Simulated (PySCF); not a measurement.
## [HgF2]-: bend–stretch map

Computed with UPBE0/[Hg def2-TZVPD with ECP60, F def2-TZVPD], scalar-relativistic core potentials, density fitting, no spin–orbit coupling, PySCF.

Rigid scan from the doublet minimum (Hg–F 2.185 Å (×2); F–Hg–F 135.7°). Coordinate: rows scale both bonds, columns set the F–Hg–F angle. Energies in kJ/mol from the minimum.

Task: Give the energy map for rows 0.94, 0.97, 1.00, 1.03, 1.06, 1.10 and columns 90, 105, 120, 135, 150, 165, 180.

Result: 
| scale \ angle | 90 | 105 | 120 | 135 | 150 | 165 | 180 |
| --- | --- | --- | --- | --- | --- | --- | --- |
| 0.94 | 42.7 | 26.6 | 18.7 | 16.5 | 19.3 | 25.4 | 28.8 |
| 0.97 | 29.9 | 13.8 | 6.1 | 3.8 | 5.9 | 10.4 | 12.8 |
| 1.00 | 27.0 | 10.8 | 2.8 | 0.1 | 1.2 | 4.3 | 5.9 |
| 1.03 | 30.9 | 14.6 | 6.3 | 3.1 | 3.1 | 5.0 | 6.0 |
| 1.06 | 39.6 | 23.1 | 14.4 | 10.6 | 9.6 | 10.6 | 11.2 |
| 1.10 | 55.5 | 39.1 | 29.9 | 25.2 | 23.2 | 23.2 | 23.4 |

Task: And the size of the dipole moment (D, about the centre of mass) on the same grid?

Result: 
```json
{"scale \\ angle": "0.94", "90": "4.83", "105": "3.89", "120": "2.86", "135": "1.85", "150": "0.95", "165": "0.30", "180": "0.00"}
{"scale \\ angle": "0.97", "90": "5.40", "105": "4.42", "120": "3.37", "135": "2.31", "150": "1.35", "165": "0.57", "180": "0.00"}
{"scale \\ angle": "1.00", "90": "5.92", "105": "4.93", "120": "3.83", "135": "2.73", "150": "1.69", "165": "0.78", "180": "0.00"}
{"scale \\ angle": "1.03", "90": "6.41", "105": "5.39", "120": "4.26", "135": "3.10", "150": "1.98", "165": "0.95", "180": "0.00"}
{"scale \\ angle": "1.06", "90": "6.86", "105": "5.82", "120": "4.65", "135": "3.43", "150": "2.23", "165": "1.09", "180": "0.00"}
{"scale \\ angle": "1.10", "90": "7.39", "105": "6.32", "120": "5.10", "135": "3.81", "150": "2.51", "165": "1.24", "180": "0.00"}
```

The bond scale of lowest energy on the grid is 1.00 at 90°, 1.00 at 105°, 1.00 at 120°, 1.00 at 135°, 1.00 at 150°, 1.00 at 165°, 1.00 at 180°.

No spin–orbit coupling is included, which matters more the heavier the element.
